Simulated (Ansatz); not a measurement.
Calculated with Ansatz (gas phase, PBE0-D4/def2-TZVP geometries, no zero-point term in ΔE). CBS: MP2 limit from def2 TZ/QZ plus the TZ coupled-cluster correction, frozen cores. This one scheme is used for every species. Functionals use def2-TZVPP. For As outer-core shells are correlated without core-valence functions, which leaves a few kJ/mol of doubt a bond. Scalar relativity is left out up to krypton.

`F[SiH]1CO1` + `[AsH3]` → `[AsH2][SiH]1CO1` + H–F  (ligand exchange at the Si–F bond)

| level | ΔE (kJ/mol) | difference from CCSD(T)/CBS |
| --- | --- | --- |
| PBE-D4 | 92.5 | -14.2 |
| r2SCAN-D4 | 111.5 | 4.8 |
| PBE0-D4 | 96.5 | -10.2 |
| PBE0 | 101.4 | -5.3 |
| CCSD/def2-TZVPP | 115.7 | 9.0 |
| CCSD(T)/def2-TZVPP | 110.5 | 3.8 |
| HF/def2-QZVPP | 143.8 | 37.1 |
| MP2/def2-QZVPP | 105.6 | -1.1 |
| SCS-MP2/def2-QZVPP | 115.1 | 8.4 |
| HF/CBS(def2) | 144.2 | 37.5 |
| CCSD(T)/CBS | 106.7 | 0 |

Largest T1 diagnostic among the species: 0.013.

The D4 term adds −8.7 kJ/mol with B3LYP and −4.9 kJ/mol with PBE0; it sums over pairs of atoms, weighted by their polarisabilities, and B3LYP, whose exchange is more repulsive, gets the larger term. From PBE to PBE0 (25 % exact exchange), in def2-TZVPP and without D4, ΔE moves by +3.5 kJ/mol.

B3LYP here is the variant with VWN-RPA as its local correlation; programs differ in this.
